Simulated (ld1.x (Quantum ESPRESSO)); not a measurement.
## u(r) = r·R(r): atom against pseudo-atom (cadmium)

Columns: radius, all-electron u(r) and pseudo u(r) of the 4s shell (level -105.92 eV) of cadmium in the configuration [Ar] 3d10 4s2 4p6 4d10 5s2 5p0; PBE, scalar-relativistic, RRKJ scheme, ld1.x (Quantum ESPRESSO) 7.5.

| r (bohr) | all-electron | pseudo |
| --- | --- | --- |
| 0.082 | -0.4510 | -0.0310 |
| 0.165 | 0.1258 | -0.0756 |
| 0.248 | 0.6720 | -0.1527 |
| 0.330 | 0.5589 | -0.2815 |
| 0.413 | 0.0828 | -0.4742 |
| 0.495 | -0.4359 | -0.7102 |
| 0.578 | -0.8514 | -0.9525 |
| 0.660 | -1.1106 | -1.1425 |
| 0.742 | -1.2314 | -1.2454 |
| 0.825 | -1.2454 | -1.2535 |
| 0.908 | -1.1867 | -1.1890 |
| 0.990 | -1.0869 | -1.0869 |
| 1.072 | -0.9675 | -0.9675 |
| 1.155 | -0.8419 | -0.8419 |
| 1.238 | -0.7208 | -0.7208 |
| 1.320 | -0.6107 | -0.6107 |
| 1.402 | -0.5125 | -0.5125 |
| 1.485 | -0.4259 | -0.4259 |
| 1.568 | -0.3517 | -0.3517 |
| 1.650 | -0.2896 | -0.2896 |
| 1.733 | -0.2369 | -0.2369 |
| 1.815 | -0.1937 | -0.1937 |
| 1.898 | -0.1574 | -0.1574 |
| 1.980 | -0.1280 | -0.1280 |
| 2.062 | -0.1038 | -0.1038 |
| 2.145 | -0.0839 | -0.0839 |

(1) How many radial nodes do the two functions have?

(2) At about which radius was the pseudo-wave matched?

(3) Where does each function peak?

(4) Is the pseudo-wave norm-conserving?

## Answers

(1) The all-electron 4s function has n − l − 1 = 3 (the table is too coarse to show those close to the nucleus); the pseudo-wave has 0, since the states of the same l below it are removed with the core.

(2) 1.00 bohr, where the columns begin to agree (steps of 0.08 bohr).

(3) Outermost all-electron maximum near 0.82 bohr, pseudo maximum near 0.82 bohr (to the table’s step).

(4) Yes: the RRKJ scheme keeps the norm inside the radius equal to the all-electron one, which fixes the energy derivative of the logarithmic derivative at the level.
